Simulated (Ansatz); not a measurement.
CH$_{7}$AlO$_{4}$ (`C[OH+][Al-]([OH])([OH])[OH]`), relaxed with RKS PBE0-D4/def2-TZVP in Ansatz from a PBE-D4/def2-SVP geometry. The force threshold is 0.005 eV/Å; the program also tests the step.

The species carries charge 0 and has multiplicity 1.

Start:

```xyz
13

C    -1.915    0.057   -0.273
O    -0.725    0.798    0.067
Al    1.054   -0.089   -0.006
O     0.582   -1.752   -0.178
O     1.156    0.531    1.638
O     2.024    0.536   -1.295
H    -2.786    0.479    0.265
H    -1.777   -1.020   -0.048
H    -2.073    0.182   -1.360
H    -0.624    0.913    1.049
H     0.894   -2.244   -0.953
H     1.768    0.194    2.308
H     2.422    1.416   -1.214
```

**Question.** By how much does the energy fall, and how many steps does the optimiser take? (Best estimate.)

**Answer.** The calculation gave: 9.78 kJ/mol, in 14 steps.

**Question.** Which bonds change most? (An estimate is asked.)

**Answer.** Ansatz gave: O2–Al3 from 1.990 to 1.945 Å; Al3–O5 from 1.760 to 1.727 Å; O2–H10 from 0.994 to 0.967 Å; Al3–O4 from 1.738 to 1.717 Å.

**Question.** Give the relaxed structure. (Best estimate.)

**Answer.** The calculation gave: 
```xyz
13

C    -1.901    0.084   -0.327
O    -0.734    0.709    0.222
Al    1.035   -0.084    0.059
O     0.627   -1.742   -0.125
O     1.372    0.498    1.650
O     1.783    0.601   -1.318
H    -2.781    0.672   -0.064
H    -1.986   -0.943    0.028
H    -1.772    0.085   -1.406
H    -0.807    0.839    1.178
H     0.971   -2.230   -0.871
H     1.974    0.061    2.247
H     2.217    1.451   -1.273
```
